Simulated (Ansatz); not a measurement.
`C[C]([SiH3])([ZnH])[GeH2][SiH2][InH2]`. Total charge 0; spin multiplicity 1. For Zn the d shell is correlated and the shells below it are frozen. Correlated methods include outer-core shells of Ge, In, which these sets cover unevenly. Scalar relativity is left out up to krypton. In takes the def2 core potential.

```xyz
20

C    -1.302    0.314    2.127
C    -0.586    0.199    0.764
Si   -1.457   -1.009   -0.307
Zn   -0.564    1.970   -0.184
Ge    1.282   -0.351    1.067
Si    2.456   -0.506   -1.014
In    0.639    0.129   -2.694
H    -2.352    0.609    2.019
H    -1.293   -0.631    2.686
H    -0.829    1.063    2.769
H    -2.848   -0.606   -0.655
H    -1.485   -2.420    0.175
H    -0.772   -1.144   -1.669
H    -0.685    3.516   -0.251
H     1.946    0.700    1.986
H     1.304   -1.699    1.831
H     3.578    0.474   -1.048
H     3.018   -1.866   -1.236
H    -0.231    1.580   -2.083
H     0.182   -0.322   -4.283
```

Give the diagnostics of a CCSD(T)/def2-TZVPP run (frozen core, Ansatz 0.2.0). (Estimate.)

The calculation gave: T1 = 0.0145, largest single amplitude 0.016, largest double 0.012, (T) share of the correlation energy 3.6 %, 11 CCSD cycles. The RHF solution is stable towards an unrestricted one. T1 lies under the customary mark of 0.02 for closed shells.
